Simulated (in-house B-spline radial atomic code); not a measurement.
Configurations of Ru³⁺, with energies counted from [Kr] 4d5. Level of theory: non-relativistic B3LYP, spin-polarised, spherical fractional occupations, point nucleus; calculated with a B-spline radial code for spherical atoms. Caution: exact exchange at fractional occupations of open shells leaves self-interaction of up to several eV. Shells without spins written out take the highest spin.

Occupations are held fixed; configurations that lie above the ionisation limit could autoionise.

```tsv
configuration	E - E(ref) (eV)	highest orbital	its <r> (bohr)
[Kr] 4d(3 up, 2 down)	8.4911	4d down	1.443
[Kr] 4d4 5s1	13.024	5s up	2.502
[Ar] 3d10 4s2 4p5 4d6	44.632	4d down	1.46
[Ar] 3d10 4s2 4p5 4d5 5d1	68.001	5d up	3.783
[Ar] 3d10 4s2 4p(2 up, 3 down) 4d(3 up, 2 down) 5p(1 up, 0 down)	71.31	5p up	2.857
[Ar] 3d9 4s2 4p6 4d6	292.63	4d down	1.402
[Ar] 3d9 4s2 4p6 4d5 4f1	321.2	4f up	3.438
```

Task: Order these further configurations by energy, lowest first.
A. [Ar] 3d(5 up, 4 down) 4s2 4p6 4d(1 up, 5 down)
B. [Kr] 4d4 5p1
C. [Kr] 4d4 4f1
D. [Ar] 3d10 4s2 4p5 4d5 5s1
E. [Ar] 3d9 4s2 4p6 4d5 5p1

Result: B (20.119 eV), C (32.628 eV), D (51.388 eV), A (293.55 eV), E (308.32 eV).

Task: How far above the reference does [Ar] 3d(5 up, 4 down) 4s2 4p6 4d(1 up, 4 down) 5f(0 up, 1 down) lie?

Result: 333.4 eV; its least bound orbital is 5f down with <r> = 6.317 bohr.

Task: How far above the reference does [Kr] 4d4 5f1 lie?

Result: 37.58 eV; its least bound orbital is 5f up with <r> = 6.398 bohr.

Task: How far above the reference does [Ar] 3d10 4s2 4p(3 up, 2 down) 4d(3 up, 2 down) 5s(1 up, 0 down) lie?

Result: 62.967 eV; its least bound orbital is 5s up with <r> = 2.499 bohr.
